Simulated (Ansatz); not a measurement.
C₂H₄FNOSi (`F[SiH]1COC=N1`), 10 atoms. The species carries charge 0 and has multiplicity 1. All runs use 4 threads of an Intel Xeon 6975P-C on a shared host. Correlated methods freeze the cores.

How many basis functions does each run have, and how long does it take in Ansatz? RHF-CCSD(T)/def2-TZVPP energy; RKS PBE0-D4/def2-TZVP relaxation (6 steps); RKS BLYP-D4/def2-TZVPP energy; RKS ωB97M-V/def2-QZVPP energy; RKS B3LYP-D4/def2-TZVPP energy and forces; RHF-MP2/def2-QZVPP energy; RKS ωB97X-V/def2-TZVPP energy; RKS PBE0-D4/def2-SVP energy; RKS ωB97M-V/def2-SVP energy; RKS PBE0-D4/def2-TZVP frequencies; direct RPA on PBE orbitals/def2-TZVPP energy; RHF-CCSD(T)/def2-SVP energy. (Estimate.)

The calculation gave: Other jobs shared the machine, so times are rough.

| level | job | functions | wall time | peak host memory (GiB) |
| --- | --- | --- | --- | --- |
| RKS PBE0-D4/def2-SVP | energy | 108 | 0.65 s | 0.25 |
| RKS BLYP-D4/def2-TZVPP | energy | 253 | 1.2 s | 0.35 |
| RKS ωB97M-V/def2-SVP | energy | 108 | 1.9 s | 0.35 |
| RKS B3LYP-D4/def2-TZVPP | energy and forces | 253 | 2.6 s | 0.75 |
| direct RPA on PBE orbitals/def2-TZVPP | energy | 253 | 3.2 s | 0.66 |
| RHF-CCSD(T)/def2-SVP | energy | 108 | 3.6 s | 0.55 |
| RKS ωB97X-V/def2-TZVPP | energy | 253 | 4 s | 0.79 |
| RKS ωB97M-V/def2-QZVPP | energy | 475 | 11 s | 2.1 |
| RHF-MP2/def2-QZVPP | energy | 475 | 13 s | 3.1 |
| RKS PBE0-D4/def2-TZVP | relaxation (6 steps) | 216 | 15 s | 0.61 |
| RHF-CCSD(T)/def2-TZVPP | energy | 253 | 49 s | 6.5 |
| RKS PBE0-D4/def2-TZVP | frequencies | 216 | 92 s | 0.65 |

B3LYP here is the variant with VWN-RPA as its local correlation; programs differ in this.
